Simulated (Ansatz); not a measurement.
`CB(C)S` + NH₃ → `CB(N)S` + CH₄ at 600 K and 1 bar (ligand exchange at a B–C bond).

Program: Ansatz. Geometries: PBE0-D4/def2-TZVP. ΔE: electronic, gas phase. CCSD(T)/CBS is the MP2 limit (def2-TZVPP, def2-QZVPP) plus CCSD(T) − MP2 in def2-TZVPP, frozen cores. This one scheme is used for every species. One conformer a species, not always the lowest.

```json
{"species": "`CB(C)S`", "CCSD(T)/CBS energy (Eh)": "-502.93918", "H − E (kJ/mol)": "286.6", "S (J/(mol·K))": "415.0"}
{"species": "NH₃", "CCSD(T)/CBS energy (Eh)": "-56.50880", "H − E (kJ/mol)": "112.4", "S (J/(mol·K))": "219.5"}
{"species": "`CB(N)S`", "CCSD(T)/CBS energy (Eh)": "-519.02643", "H − E (kJ/mol)": "259.5", "S (J/(mol·K))": "403.5"}
{"species": "CH₄", "CCSD(T)/CBS energy (Eh)": "-40.46206", "H − E (kJ/mol)": "140.4", "S (J/(mol·K))": "215.7"}
```

H − E and S are ideal-gas, rigid-rotor, harmonic terms from PBE0-D4/def2-TZVP, for one conformer and one mirror image of each species. 1 Eh = 2625.50 kJ/mol, R = 8.31446 J/(mol·K).

Question: By hand: ΔE, ΔH, ΔS and ΔG.

Answer: ΔE = (-519.02643) + (-40.46206) − (-502.93918) − (-56.50880) = -0.04051 Eh = -106.4 kJ/mol. Δ(H − E) = 259.5 + 140.4 − 286.6 − 112.4 = 0.9, so ΔH = -105.5 kJ/mol. ΔS = 403.5 + 215.7 − 415.0 − 219.5 = -15.3 J/(mol·K). ΔG = -105.5 − 600 × (-15.3)/1000 = -96.3 kJ/mol.

Question: By hand: the equilibrium constant, and the temperature at which ΔG would vanish if ΔH and ΔS stayed fixed.

Answer: log₁₀ K = −ΔG/(RT ln 10) = 8.4. ΔG = 0 at ΔH/ΔS = 6895 K, far beyond where these terms or the molecules hold.

ΔH outweighs TΔS. A doubt of 5 kJ/mol in ΔE shifts log₁₀ K by 0.4 here. Other conformers and mirror images would add mixing entropy, several J/(mol·K) or more a flexible species. Modes under 60 cm⁻¹, often nearly free rotors, make the harmonic entropy too high. These are equilibria of isolated gas molecules and say nothing of rates. Largest T1 diagnostic: 0.012 (customary marks: 0.02 for closed shells, 0.045 for open ones).
